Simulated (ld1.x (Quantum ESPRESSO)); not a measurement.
Building the ultrasoft potential for N (Z = 7) (PBE, scalar-relativistic).

```
Element                 : nitrogen (N)
Generator               : ld1.x (Quantum ESPRESSO) 7.5
Type                    : ultrasoft
Functional              : PBE
Relativity              : scalar-relativistic
Frozen core             : [He]
Valence charge          : 5
Reference configuration : 2s2 2p2.5 (charge +0.5)
Partial waves           : 2s (bound): rcut 0.90, rcutus 1.10 bohr; 2s channel at 0.75 Ry: rcut 0.90, rcutus 1.10 bohr; 2p (bound): rcut 1.20, rcutus 1.65 bohr; 2p channel at 1.7 Ry: rcut 1.20, rcutus 1.65 bohr; 3d channel at -0.15 Ry: rcut 1.05, rcutus 1.30 bohr
Local potential         : all-electron potential smoothed inside 1.55 bohr (lloc = -1)
Core correction         : Bessel-smoothed model core inside 1.00 bohr
Augmentation charge     : PSQ, inside the norm-conserving radii
```

All-electron outer shells of the reference configuration (PBE, scalar-relativistic, ld1.x):

```json
{"shell": "2s", "level (eV)": "-25.12", "outermost node (bohr)": "0.32", "outermost maximum (bohr)": "1.00"}
{"shell": "2p", "level (eV)": "-13.44", "outermost node (bohr)": "–", "outermost maximum (bohr)": "0.94"}
```

Results:

| Item | Value |
| --- | --- |
| Cutoffs needed | 25 Ry and 40 Ry (the cutoffs (Ry, on a coarse ladder) from which the occupation-weighted sum of valence levels, in a spherical-Bessel basis at the reference potential, stays within 10 and 1 mRy of its value at 400 Ry) |
| Ghost test | no extra level below or beside the all-electron valence levels (s, p, d, f tested) (spherical-Bessel basis up to 400 Ry, 20 bohr box) |
| Largest excitation error | +448 meV (all-electron minus pseudo) for 2s1 2p0, out of 7 test configurations |
| Lowest eigenvalue of the overlap operator | 0.41 (p channel) |
| Density cutoff estimated by the generator | 351 Ry |

Generation and tests took about 0.96 s on one core of a shared server CPU.
